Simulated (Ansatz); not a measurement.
Isolated molecules relaxed with PBE0-D4/def2-TZVP in Ansatz; ΔE leaves out vibrations. CBS: MP2 limit from def2 TZ/QZ plus the TZ coupled-cluster correction, frozen cores. This one scheme is used for every species. Functionals use def2-TZVPP. Elements past krypton have def2 core potentials. For Te outer-core shells are correlated without core-valence functions, which leaves a few kJ/mol of doubt a bond. One conformer a species, not always the lowest.

Consider the formal exchange of groups at a Te–B bond: `[TeH]B1N[SiH2]1` + `N[SiH](O)O` → `N[Si](O)(O)[TeH]` + `B1N[SiH2]1`.

| level | ΔE (kJ/mol) |
| --- | --- |
| r2SCAN | -10.8 |
| r2SCAN0 | -11.4 |
| SCS-MP2/def2-QZVPP | -4.9 |
| MP2/CBS(def2) | -7.7 |

(1) What does CCSD(T)/CBS give? (An estimate is asked.)

Largest T1 diagnostic among the species: 0.014.

Results:

(1) Ansatz gave: -8.5 kJ/mol. The listed levels differ from it by -2.3, -2.9, 3.6, 0.8 kJ/mol.

Leaving LDA and LC-ωPBE aside and taking each functional with its dispersion term where it has one, the values, not all of them listed here, spread over 8.6 kJ/mol, from ωB97M-V to B2PLYP. At CCSD(T), def2-SVP lies +8.5 kJ/mol from the extrapolated value and def2-TZVPP +5.3 kJ/mol.
